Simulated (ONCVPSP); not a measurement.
## What one change does to a pseudopotential (C, ONCV)

```json
{
 "Element": "carbon",
 "Generator": "ONCVPSP 4.0.1",
 "Type": "optimised norm-conserving Vanderbilt (ONCV)",
 "Functional": "PBE",
 "Relativity": "scalar-relativistic",
 "Frozen core": "[He]",
 "Valence charge": "4",
 "Reference configuration": "2s2 (charge +2)",
 "Partial waves": "2s: rc 1.20 bohr, ncon 4, nbas 8, qcut 5.3 1/bohr, 3 projectors, debl 2.9 Ha; p scattering state at 0.06 Ha: rc 1.10 bohr, ncon 4, nbas 7, qcut 8.2 1/bohr, 2 projectors, debl 3.4 Ha; d scattering state at 0.33 Ha: rc 0.95 bohr, ncon 4, nbas 7, qcut 9.4 1/bohr, 2 projectors, debl 2 Ha",
 "Local potential": "polynomial inside 0.65 bohr (lpopt 5, dvloc0 2 Ha)",
 "Core correction": "Teter function, fcfact 3, rcfact 1.2"
}
```

In the p channel the program set the typed energies aside and used 0.050, 3.450 Ha.

Change: s: qcut 5.8; p: qcut 8.9; d: qcut 10.2.

Cutoffs: the cutoffs (Ha) at which the residual kinetic energy of the hardest occupied pseudo-wave falls to 1 and 0.1 mHa per electron; they do not see the model core or the augmentation charge, which bear on the density cutoff. Errors are all-electron minus pseudo energies relative to the spin-unpolarised reference configuration.

Question: Predict the effect on cutoff, ghosts and configuration errors.

Answer: The potential gets softer (32 Ha and 110 Ha → 19 Ha and 102 Ha); the errors of the 4 common tests hardly move; neither file shows a bound ghost.

| quantity | base | changed |
| --- | --- | --- |
| cutoff, loose | 32 Ha | 19 Ha |
| cutoff, tight | 110 Ha | 102 Ha |
| bound ghosts | none | none |
| GHOST(+) flags under 300 eV | none | none |
| error for 2s2 2p2, meV [ΔE -35.02 eV] | +172 | +150 |
| error for 2s2 2p1, meV [ΔE -24.16 eV] | +89 | +78 |
| error for 2s1, meV [ΔE 48.19 eV] | +40 | +45 |
| error for 2s2 2p1.5, meV [ΔE -31.05 eV] | +138 | +122 |
| s: phases at 1.22 bohr within 0.05 rad from the reference energy up to (Ha; the scan ends near 5) | to the end of the scan | to the end of the scan |
| p: phases at 1.12 bohr within 0.05 rad from the reference energy up to (Ha; the scan ends near 5) | to the end of the scan | to the end of the scan |
| d: phases at 0.96 bohr within 0.05 rad from the reference energy up to (Ha; the scan ends near 5) | to the end of the scan | to the end of the scan |
| rms error of d²Exc/dni dnj with the model core, mHa | 2.27 | 2.40 |
